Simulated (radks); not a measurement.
Values are calculated unless marked as measured or tabulated.
Task: All-electron atom: Os30+ in [Kr] 4d10. Code: a radial shooting solver on a logarithmic mesh with Libxc functionals. Model: Dirac Kohn-Sham, BLYP, spin-unpolarised, spherical densities, point nucleus. Some entries of the table are withheld. Estimate them.

orbital  occ.  eigenvalue (eV)  r(max) (bohr)
1s1/2       2        -74855.56            (1)
2s1/2       2        -13926.09        0.06360
2p1/2       2        -13375.66            (2)
2p3/2       4        -11845.25            (3)
3s1/2       2        -4078.786         0.1789
3p1/2       2        -3834.842         0.1673
3p3/2       4        -3498.164         0.1816
3d3/2       4              (4)            (5)
3d5/2       6              (6)            (7)
4s1/2       2        -1624.255         0.3927
4p1/2       2        -1520.239         0.3897
4p3/2       4        -1425.421         0.4151
4d3/2       4        -1255.551         0.4022
4d5/2       6        -1236.074         0.4095
5s1/2       0              (8)         0.7462
5p1/2       0              (9)         0.7589
5p3/2       0             (10)         0.7979

Result: 
(1) 1s1/2 r(max) (bohr): 0.01102
(2) 2p1/2 r(max) (bohr): 0.04711
(3) 2p3/2 r(max) (bohr): 0.05416
(4) 3d3/2 eigenvalue (eV): -3091.718
(5) 3d3/2 r(max) (bohr): 0.1420
(6) 3d5/2 eigenvalue (eV): -3018.994
(7) 3d5/2 r(max) (bohr): 0.1460
(8) 5s1/2 eigenvalue (eV): -854.2366
(9) 5p1/2 eigenvalue (eV): -808.2615
(10) 5p3/2 eigenvalue (eV): -773.8951
